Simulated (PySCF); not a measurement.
Predicted microwave data (PBE0/pcSseg-1 in PySCF (dipole) on a GFN2-xTB geometry, gas phase) for one isomer of C7H11ClO2:

* Rotational constants: A = 1623, B = 819.8, C = 573.5 MHz
* Dipole components: |μa| = 5.36 D, |μb| = 3.73 D, |μc| = 0.20 D
* Inertial defect: -46.67 u·Å²
* κ: -0.53

Question: Which structure is it? (One computed conformer of each.)
A. `[CH3:1][O:2][C@@:3]1([CH3:4])[CH2:5][C@:6]1([CH3:7])[C:8](=[O:9])[Cl:10]` with C1–O2–C3–C4 54°, C5–C6–C8–O9 176°
B. `[CH3:1][CH2:2]/[C:3]([C:4](=[O:5])[Cl:6])=[C:7](\[CH3:8])[O:9][CH3:10]` with C1–C2–C3–C4 92°, C2–C3–C4–O5 174°, C3–C7–O9–C10 -178°
C. `[CH3:1][CH2:2][C@@:3]1([C:4](=[O:5])[Cl:6])[CH2:7][C@@H:8]1[O:9][CH3:10]` with C1–C2–C3–C4 -70°, C2–C3–C4–O5 161°, C7–C8–O9–C10 -152°
D. `[CH3:1][CH2:2][C@@H:3]1[O:4][CH2:5][C@@H:6]([Cl:7])[CH2:8][C:9]1=[O:10]` with C1–C2–C3–O4 61°, C2–C3–O4–C5 -175°, C3–O4–C5–C6 65°, O4–C5–C6–Cl7 176°, C5–C6–C8–C9 47°
E. `[CH2:1]=[CH:2][C@@H:3]([C:4](=[O:5])[Cl:6])[C@@H:7]([CH3:8])[O:9][CH3:10]` with C1–C2–C3–C4 114°, C2–C3–C4–O5 81°, C2–C3–C7–C8 60°, C3–C7–O9–C10 155°

Answer: B. It is CC/C(C(=O)Cl)=C(\C)OC, an asymmetric top, point group C1. The candidates at the same level (rigid rotor, commonest isotopes):

```tsv
SMILES	A (MHz)	B (MHz)	C (MHz)	μa (D)	μb (D)	μc (D)	Δ (u·Å²)	point group	rotor
CC[C@@H]1OC[C@@H](Cl)CC1=O	2279	670.2	576.7	0.01	1.15	0.78	-99.52	C1	asymmetric top
CC[C@@]1(C(=O)Cl)C[C@@H]1OC	1403	992.7	750.0	0.33	2.75	2.44	-195.45	C1	asymmetric top
CC/C(C(=O)Cl)=C(\C)OC	1623	819.8	573.5	5.36	3.73	0.20	-46.67	C1	asymmetric top
C=C[C@@H](C(=O)Cl)[C@@H](C)OC	1332	879.1	618.5	2.28	2.63	0.26	-137.17	C1	asymmetric top
CO[C@@]1(C)C[C@]1(C)C(=O)Cl	1831	832.0	732.2	2.91	0.79	0.39	-193.21	C1	asymmetric top
```

`CO[C@@]1(C)C[C@]1(C)C(=O)Cl` has C 28 % too high; `CC[C@@H]1OC[C@@H](Cl)CC1=O` has A 40 % too high; `CC[C@@]1(C(=O)Cl)C[C@@H]1OC` has C 31 % too high; `C=C[C@@H](C(=O)Cl)[C@@H](C)OC` has A 18 % too low. No structure here is proved a minimum.
